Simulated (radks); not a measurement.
Spherical quantum dot in the effective-mass picture: electrons in a hard-walled sphere of radius 4.03, with a point charge +1 (a donor) at the centre, all in effective atomic units (hartree* = m*/eps^2 hartree, bohr* = eps/m* bohr), one dielectric constant everywhere. Calculated with a radial shooting solver with Libxc functionals: non-relativistic Kohn-Sham, exchange-only LDA, spin-polarised, spherical densities. Levels are named by radial order and angular momentum (1s, 1p, 1d, 2s, ...), and open shells are averaged over m. Results are scaled to m* = 0.332 and eps = 6.3, for which hartree* = 227.6 meV and bohr* = 1.004 nm.

N = 3, configuration 1s2 1p(up 1, down 0). This is the lowest configuration that the search found. Occupied and some empty levels:

level,occupation,eigenvalue (meV),<r> (nm)
1s up,1,157.44,1.748
1s down,1,168.27,1.681
1p up,1,248.73,2.404
1p down,0,265.32,2.392
2s up,0,326.40,1.992
2s down,0,336.63,2.037
1d up,0,339.16,2.640
1d down,0,356.67,2.639
1f up,0,446.89,2.792
1f down,0,464.50,2.794

Energy (meV): total 154.213, kinetic 319.98, external -479.30, Hartree 473.57, exchange-correlation -160.03.

Electron density:

r (nm),n(r) (e/nm^3)
0.0843,0.3199
0.389,0.1803
0.693,0.1081
0.998,0.06984
1.30,0.04856
1.61,0.03580
1.91,0.02718
2.22,0.02047
2.52,0.01471
2.82,0.009632
3.13,0.005403
3.43,0.002308
3.74,0.0005377
4.04,4.882e-07
